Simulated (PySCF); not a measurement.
A GIAO shielding run with PySCF 2.14.0 with density-fitted response routines (density fitting, non-relativistic, gas phase) on `CC[SiH2][Si@@H](O)SC`, C3H12OSSi2:

```
$ OMP_NUM_THREADS=1 python probes_run.py task.json out

{"job": {"kind": "nmr", "xc": "PBE0", "basis": "pcSseg-1"}, "charge": 0, "multiplicity": 1}
C     -3.046040     0.178819     0.944205
C     -1.848971     0.381291     0.022158
Si    -0.515599    -0.970112     0.209709
Si     1.257494    -0.617730    -1.223292
O      0.605569    -0.474283    -2.702859
S      2.342214     1.225086    -0.862430
C      3.053208     0.817095     0.756829
H     -3.786047     0.964777     0.800864
H     -3.523630    -0.778237     0.747149
H     -2.734261     0.191504     1.986183
H     -1.409465     1.362262     0.217539
H     -2.193979     0.403617    -1.013641
H     -1.118219    -2.287585    -0.032098
H     -0.073847    -0.978929     1.618070
H      2.331107    -1.619130    -1.265502
H      1.062283    -0.032977    -3.416030
H      3.639778     1.673019     1.073466
H      3.692174    -0.055722     0.662699
H      2.256427     0.626484     1.469517
```

Hardware: 1 thread of an Arm Neoverse V1, shared host. The job also computes population analyses, field gradients.

Question: How large is the calculation?

Answer: 82 electrons, 200 basis functions and 1109 auxiliary functions.

Question: How long does it take, and how much memory does it need?

Answer: 36 s of wall time, with 13 SCF cycles and 5 response iterations; peak memory 0.9 GiB. Times on a shared host scatter by some tens of per cent.
